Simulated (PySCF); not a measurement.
PySCF input (M06-2X/6-31G* with LANL2DZ past Ar (5d)):

```python
from pyscf import gto, dft

mol = gto.M(
    atom='''
    Sn   -0.00000000   -0.00000000   -1.30503900
    Sn    0.00000000    0.00000000    1.24518000
    H     0.00000000    0.00000000    2.99295200
    ''',
    basis={'default': '6-31g*', 'Sn': 'lanl2dz'},
    ecp={'Sn': 'lanl2dz'},
    charge=-1,
    spin=0,
    verbose=4,
)

mf = dft.RKS(mol, xc='m062x')
mf.grids.level = 4
mf.conv_tol = 1e-9
mf.max_cycle = 100
mf.max_memory = 1500
mf.kernel()
if not mf.converged:
    mf = mf.newton()
    mf.kernel(mf.make_rdm1())
mf.dip_moment()
```

Output:

```
PySCF version 2.14.0

[INPUT] verbose = 4
[INPUT] num. atoms = 3
[INPUT] num. electrons = 10
[INPUT] charge = -1
[INPUT] spin (= nelec alpha-beta = 2S) = 0
[INPUT] symmetry False subgroup None
[INPUT] Mole.unit = angstrom
[INPUT] Symbol           X                Y                Z      unit          X                Y                Z       unit  Magmom
[INPUT]  1 Sn     0.000000000000   0.000000000000  -1.305039000000 AA    0.000000000000   0.000000000000  -2.466166291876 Bohr   0.0
[INPUT]  2 Sn     0.000000000000   0.000000000000   1.245180000000 AA    0.000000000000   0.000000000000   2.353049175786 Bohr   0.0
[INPUT]  3 H      0.000000000000   0.000000000000   2.992952000000 AA    0.000000000000   0.000000000000   5.655859583969 Bohr   0.0

nuclear repulsion = 5.02362023145652
number of shells = 10
number of NR pGTOs = 28
number of NR cGTOs = 18
basis = {'default': '6-31g*', 'Sn': 'lanl2dz'}
ecp = {'Sn': 'lanl2dz'}

******** <class 'pyscf.dft.rks.RKS'> ********
method = RKS
initial guess = minao
damping factor = 0
level_shift factor = 0
DIIS = <class 'pyscf.scf.diis.CDIIS'>
diis_start_cycle = 1
diis_space = 8
diis_damp = 0
SCF conv_tol = 1e-09
SCF conv_tol_grad = None
SCF max_cycles = 100
direct_scf = True
direct_scf_tol = 1e-13
XC library pyscf.dft.libxc version 7.1.2
    S. Lehtola, C. Steigemann, M. J. T. Oliveira, and M. A. L. Marques,  SoftwareX 7, 1–5 (2018)
XC functionals = m062x
    Y. Zhao and D. G. Truhlar,  Theor. Chem. Acc. 120, 215 (2008)
    Y. Zhao and D. G. Truhlar,  Theor. Chem. Acc. 120, 215 (2008)
radial grids:
    Treutler-Ahlrichs [JCP 102, 346 (1995); DOI:10.1063/1.469408] (M4) radial grids

becke partition: Becke, JCP 88, 2547 (1988); DOI:10.1063/1.454033
pruning grids: <function nwchem_prune>
grids dens level: 4
symmetrized grids: False
atomic radii adjust function: <function treutler_atomic_radii_adjust>
small_rho_cutoff = 0
Set gradient conv threshold to 3.16228e-05
Initial guess from minao.
tot grids = 79968
init E= 6.87353084870079
  HOMO = -0.0458401283302102  LUMO = 0.0347192581501305  gap/eV = 2.19213
cycle= 1 E= -7.27617654289645  delta_E= -14.1  |g|= 0.265  |ddm|= 3.76
  HOMO = -0.0613645147998422  LUMO = 0.106922737175304  gap/eV = 4.57933
cycle= 2 E= -7.29152804915992  delta_E= -0.0154  |g|= 0.137  |ddm|= 0.738
  HOMO = -0.0320384762998016  LUMO = 0.134259042821401  gap/eV = 4.52519
cycle= 3 E= -7.2882196446334  delta_E= 0.00331  |g|= 0.155  |ddm|= 0.47
  HOMO = -0.0263644920643653  LUMO = 0.13606279713901  gap/eV = 4.41987
cycle= 4 E= -7.30420861201865  delta_E= -0.016  |g|= 0.022  |ddm|= 0.289
  HOMO = -0.0302234580924164  LUMO = 0.134031713828001  gap/eV = 4.46961
cycle= 5 E= -7.30454037336937  delta_E= -0.000332  |g|= 0.00195  |ddm|= 0.0386
  HOMO = -0.0306059281117012  LUMO = 0.133845248435063  gap/eV = 4.47494
cycle= 6 E= -7.30454394506902  delta_E= -3.57e-06  |g|= 0.000644  |ddm|= 0.0078
  HOMO = -0.0305341837412867  LUMO = 0.13389984753678  gap/eV = 4.47448
cycle= 7 E= -7.30454440449571  delta_E= -4.59e-07  |g|= 0.000137  |ddm|= 0.00349
  HOMO = -0.0305399193557332  LUMO = 0.133887645220229  gap/eV = 4.47430
cycle= 8 E= -7.30454442157981  delta_E= -1.71e-08  |g|= 7.41e-06  |ddm|= 0.000611
  HOMO = -0.0305394486111752  LUMO = 0.133888894853064  gap/eV = 4.47432
cycle= 9 E= -7.30454442163283  delta_E= -5.3e-11  |g|= 5.1e-07  |ddm|= 3.04e-05
  HOMO = -0.0305394374294057  LUMO = 0.1338889493658  gap/eV = 4.47432
Extra cycle  E= -7.30454442163314  delta_E= -3.07e-13  |g|= 2.31e-07  |ddm|= 2.45e-06
converged SCF energy = -7.30454442163314

WARN: System has nonzero charge -1; the dipole moment is origin-dependent.
Location of origin: [0. 0. 0.]

Dipole moment(X, Y, Z, Debye): -0.00000, -0.00000, -0.46352
```

The dipole moment of an ion depends on the origin.

The geometry given is a B3LYP-D3(BJ)/def2-TZVP minimum.
